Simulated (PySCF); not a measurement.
# Two-component Hartree-Fock for Fe⁴⁺ (iron, charge +4)

Start: [Ar] 3d4; 3d3/2 filled at m_j = -3/2, -1/2, +1/2, +3/2. Calculated with PySCF 2.14 in x2c-SVPall-2c: generalised Hartree-Fock with the X2C-1e Hamiltonian and a Gaussian nucleus; one run each with spin-orbit coupling (SO) switched off, then screened by Boettger's factors.

```csv
spinor shell,electrons,"ε, spin-free (eV)","ε, screened SO (eV)",weight of nominal j (screened SO),"rms radius, screened SO (bohr)"
1s1/2,2,-7238.7,-7238.6,1.000,0.0675
2s1/2,2,-948.55,-948.53,1.000,0.288
2p1/2,2,-814.68,-823.90,0.978,0.259
2p3/2,4,-814.68,-810.12,0.989,0.261
3s1/2,2,-175.69,-175.68,1.000,0.864
3p1/2,2,-134.16,-136.12,0.653,0.918
3p3/2,4,-134.16,-133.18,0.826,0.921
3d3/2,4,-78.698,-78.710,0.516,0.996
```

| quantity | spin-free | screened SO |
| --- | --- | --- |
| E (hartree) | -1267.29238 | -1267.30891 |
| M_J | 0 | 0 |
| ⟨J²⟩ | 4.003 | 3.903 |
| ⟨L²⟩ | 6.003 | 5.999 |
| ⟨S²⟩ | 6.000 | 5.996 |

The determinant has a definite M_J but mixes levels of different J.

Each row is a mean over spinors that exchange with the open shell spreads, by up to 15.536 eV (3p3/2).

Rows whose weight is well below 1 are mixtures of j = l ± 1/2: exchange outweighs spin-orbit coupling there, and the label is only the starting occupation.

Without spin-orbit coupling the j labels of p, d and f shells carry no meaning; the spin-free column gives the mean over the occupied spinors of each nl shell, and its ⟨J²⟩ belongs to a mixture of degenerate components.
